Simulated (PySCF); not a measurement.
Si(Cl)(H)2(NHMe) (CH6ClNSi), SMILES CN[SiH2]Cl. Atoms are numbered in the order given.

```xyz
10

Si     0.3780    -0.7609     0.1283
Cl     1.4666     1.0092    -0.1776
N     -1.2705    -0.5153     0.5384
C     -2.2766     0.0036    -0.3748
H      0.4460    -1.5012    -1.1560
H      1.0229    -1.4767     1.2564
H     -1.4794    -0.3376     1.5172
H     -2.3308     1.1087    -0.3914
H     -2.0513    -0.3278    -1.4012
H     -3.2782    -0.3830    -0.1221
```

The structure is a stationary point at B3LYP-D3(BJ)/def2-SVP. The values are those of a single conformer.

Two levels are set side by side: PBE/pcSseg-1 (PySCF) and PBE0/pcSseg-1 (PySCF). GIAO shifts against HCl (³⁵Cl), NH3 (¹⁵N), TMS (²⁹Si), TMS (¹H), TMS (¹³C) at the same level; non-relativistic, no solvent, atoms listed together averaged. Without spin–orbit terms, shifts of atoms bonded to Cl or Br come out too high at both levels. Differences are taken from unrounded values.

```tsv
quantity	PBE
δ(²⁹Si) of Si1 (ppm)	-19.4
δ(³⁵Cl) of Cl2 (ppm)	72.7
δ(¹⁵N) of N3 (ppm)	54.9
δ(¹³C) of C4 (ppm)	35.8
δ(¹H) of H5, H6 (ppm)	5.58
δ(¹H) of H7 (ppm)	1.22
```

**Question.** These are the PBE values. What does PBE0 give? (The exact figures need the calculation; the answer reports its results.)

**Answer.** 
| quantity | PBE0 | PBE minus PBE0 |
|---|---|---|
| δ(²⁹Si) of Si1 (ppm) | -17.3 | -2.1 |
| δ(³⁵Cl) of Cl2 (ppm) | 51.1 | 21.6 |
| δ(¹⁵N) of N3 (ppm) | 44.6 | 10.2 |
| δ(¹³C) of C4 (ppm) | 34.3 | 1.4 |
| δ(¹H) of H5, H6 (ppm) | 5.38 | 0.19 |
| δ(¹H) of H7 (ppm) | 1.11 | 0.11 |

Rough cost on one machine, each run with all the roots and properties that it gave: PBE0 against PBE within a factor of 2.
